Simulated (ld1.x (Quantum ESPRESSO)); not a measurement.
An all-electron radial function and its pseudo partner (beryllium (Be))

Columns: radius, all-electron u(r) and pseudo u(r) of the 2s shell (level -6.14 eV) of beryllium in the configuration [He] 2s1 2p1; LDA (PZ), scalar-relativistic, PAW scheme, ld1.x (Quantum ESPRESSO) 7.5.

```csv
r (bohr),all-electron,pseudo
0.140,0.2373,-0.0771
0.280,0.2470,-0.1529
0.420,0.1589,-0.2259
0.560,0.0347,-0.2949
0.700,-0.0955,-0.3590
0.840,-0.2171,-0.4171
0.980,-0.3238,-0.4688
1.120,-0.4134,-0.5136
1.260,-0.4857,-0.5513
1.400,-0.5420,-0.5819
1.540,-0.5834,-0.6055
1.680,-0.6118,-0.6225
1.820,-0.6289,-0.6330
1.960,-0.6364,-0.6374
2.100,-0.6358,-0.6359
2.240,-0.6287,-0.6287
2.380,-0.6163,-0.6163
2.520,-0.5998,-0.5998
2.660,-0.5800,-0.5800
2.800,-0.5579,-0.5579
2.940,-0.5342,-0.5342
3.080,-0.5093,-0.5093
3.220,-0.4839,-0.4839
3.360,-0.4582,-0.4582
3.500,-0.4327,-0.4327
3.640,-0.4076,-0.4076
```

(1) How many radial nodes do the two functions have?

(2) At about which radius was the pseudo-wave matched?

(3) Where does each function peak?

(4) Is the pseudo-wave norm-conserving?

Results:

(1) The all-electron 2s function has n − l − 1 = 1; the pseudo-wave has 0, since the states of the same l below it are removed with the core.

(2) 2.20 bohr, where the columns begin to agree (steps of 0.14 bohr).

(3) Outermost all-electron maximum near 1.96 bohr, pseudo maximum near 1.96 bohr (to the table’s step).

(4) No, it belongs to a PAW set: the norm inside the radius is not constrained, and the difference is carried by the augmentation charge.
